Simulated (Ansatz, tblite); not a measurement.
Cost and result up the ladder for [Se3]- (Se3⁻) (3 atoms). The state is a doublet with charge -1. Geometry: PBE-D4/def2-TZVPD.

Cartesian coordinates in Å:
```
Se -0.130 -1.640 1.117
Se -0.521 -0.171 -0.615
Se 0.651 1.811 -0.501
```

Ansatz on 4 threads of Arm Neoverse V1 on a shared host; xTB runs through tblite on one thread. Times are rough, summed over both states, and most runs start from the orbitals of an earlier one. No level here is sound enough to serve as a yardstick. The other state is a singlet.

The xTB rows come from tblite.

Raw xTB energies of ions are shifted by several eV, and xTB has no spin-polarisation term.

```json
{"level": "PBE0-D4/def2-TZVPD (with forces)", "functions": "171", "vertical IE (eV)": "3.03", "remarks": "restricted singlet, untested (singlet)"}
{"level": "GFN2-xTB", "functions": "27", "vertical IE (eV)": "7.88", "remarks": "–"}
{"level": "GFN1-xTB", "functions": "27", "vertical IE (eV)": "5.41", "remarks": "–"}
{"level": "PBE-D4/def2-TZVPD", "functions": "171", "vertical IE (eV)": "2.68", "remarks": "restricted singlet, untested (singlet)"}
{"level": "r2SCAN-D4/def2-TZVPD", "functions": "171", "vertical IE (eV)": "2.89", "remarks": "restricted singlet, untested (singlet)"}
```

Q: Estimate how long each takes.

A: GFN1-xTB 0.006 s; GFN2-xTB 0.006 s; PBE-D4/def2-TZVPD 5.5 s; PBE0-D4/def2-TZVPD (with forces) 12 s; r2SCAN-D4/def2-TZVPD 13 s. On shared hardware such times vary by a factor of up to 3.
